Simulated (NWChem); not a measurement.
Molecule: TeBr2; SMILES Br[Te]Br

```xyz
3

Te     0.0000     0.0000     0.9147
Br    -1.9311     0.0000    -0.6795
Br     1.9311     0.0000    -0.6795
```
Atoms are numbered in this order, from 1.

Program: NWChem. Geometry: optimised at PBE0/def2-SVP. Not confirmed as a minimum by frequencies. def2 effective core potentials on Te; no spin-orbit coupling. Ions are spin-unrestricted doublets at the neutral geometry; other ion states weren't tried.

For level PBE0/def2-SVP:

- vertical ionisation energy, ΔSCF (eV) = 8.60
- −ε(HOMO) (eV) = 6.52

Q: Estimate the same quantities for level PBE/def2-SVP.

A: 
- vertical ionisation energy, ΔSCF (eV): 8.27
- −ε(HOMO) (eV): 5.33
